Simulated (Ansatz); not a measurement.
Consider the cleavage of the Si–Al bond: `C[SiH2][Al]1[CH2][SiH2]1` + `C[SiH](S)Cl` → `C[SiH2]S[SiH](C)Cl` + `[CH2]1[AlH][SiH2]1`.

Isolated molecules relaxed with PBE0-D4/def2-TZVP in Ansatz; ΔE leaves out vibrations. CCSD(T)/CBS is the MP2 limit (def2-TZVPP, def2-QZVPP) plus CCSD(T) − MP2 in def2-TZVPP, frozen cores. DFT in def2-TZVPP. B3LYP here is the variant with VWN-RPA as its local correlation; programs differ in this. Each species was taken in one conformer, which may not be the lowest.

```
             level  ΔE (kJ/mol)  difference from CCSD(T)/CBS
            PBE-D4        -47.0                         12.8
         r2SCAN-D4        -54.9                          4.9
          B3LYP-D4        -59.1                          0.7
           ωB97X-V        -59.2                          0.6
           ωB97M-V        -65.2                         -5.4
            B2PLYP        -53.4                          6.4
               PBE        -38.0                         21.8
            r2SCAN        -52.5                          7.3
              PBE0        -44.1                         15.7
             B3LYP        -44.7                         15.1
    MP2/def2-TZVPP        -66.6                         -6.8
SCS-MP2/def2-TZVPP        -62.5                         -2.7
CCSD(T)/def2-TZVPP        -53.7                          6.1
    MP2/def2-QZVPP        -70.2                        -10.4
SCS-MP2/def2-QZVPP        -66.0                         -6.2
     MP2/CBS(def2)        -72.7                        -12.9
       CCSD(T)/CBS        -59.8                            0
```

Largest T1 diagnostic among the species: 0.013.

From PBE to PBE0 (25 % exact exchange), in def2-TZVPP and without D4, ΔE moves by −6.1 kJ/mol. The D4 term adds −14.3 kJ/mol with B3LYP and −8.0 kJ/mol with PBE0; it sums over pairs of atoms, weighted by their polarisabilities, and B3LYP, whose exchange is more repulsive, gets the larger term.
